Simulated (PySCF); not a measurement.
A species of formula C3H13NSi2 has this rotational fingerprint, computed with PySCF 2.14.0, PBE0-D3(BJ)/def2-SVP geometry optimisation, gas phase:

```
Rotational constants : A = 5738, B = 911.6, C = 831.5 MHz
Dipole components    : |μa| = 1.14 D, |μb| = 0.98 D, |μc| = 0.27 D
Inertial defect      : -34.68 u·Å²
κ                    : -0.97
```

Question: Which candidate fits, each taken in the one conformer that was computed?
A. `[CH3:1][N:2]([CH3:3])[SiH2:4][CH2:5][SiH3:6]` with C1–N2–Si4–C5 48°, N2–Si4–C5–Si6 168°
B. `[CH3:1][CH:2]([CH3:3])[NH:4][SiH2:5][SiH3:6]` with C1–C2–N4–Si5 -89°, C2–N4–Si5–Si6 -172°
C. `[CH3:1][NH:2][SiH2:3][CH2:4][CH2:5][SiH3:6]` with C1–N2–Si3–C4 165°, N2–Si3–C4–C5 -179°, Si3–C4–C5–Si6 -179°

Answer: A. It is CN(C)[SiH2]C[SiH3], a near-prolate asymmetric top, point group C1. The candidates at the same level (rigid rotor, commonest isotopes):

| SMILES | A (MHz) | B (MHz) | C (MHz) | μa (D) | μb (D) | μc (D) | Δ (u·Å²) | point group | rotor |
| --- | --- | --- | --- | --- | --- | --- | --- | --- | --- |
| CN[SiH2]CC[SiH3] | 9881 | 651.1 | 628.8 | 1.07 | 0.66 | 0.39 | -23.66 | C1 | near-prolate asymmetric top |
| CN(C)[SiH2]C[SiH3] | 5738 | 911.6 | 831.5 | 1.14 | 0.98 | 0.27 | -34.68 | C1 | near-prolate asymmetric top |
| CC(C)N[SiH2][SiH3] | 4798 | 890.8 | 825.5 | 1.24 | 0.20 | 0.54 | -60.47 | C1 | near-prolate asymmetric top |

`CC(C)N[SiH2][SiH3]` has A 16 % too low; `CN[SiH2]CC[SiH3]` has A 72 % too high. No structure here is proved a minimum.
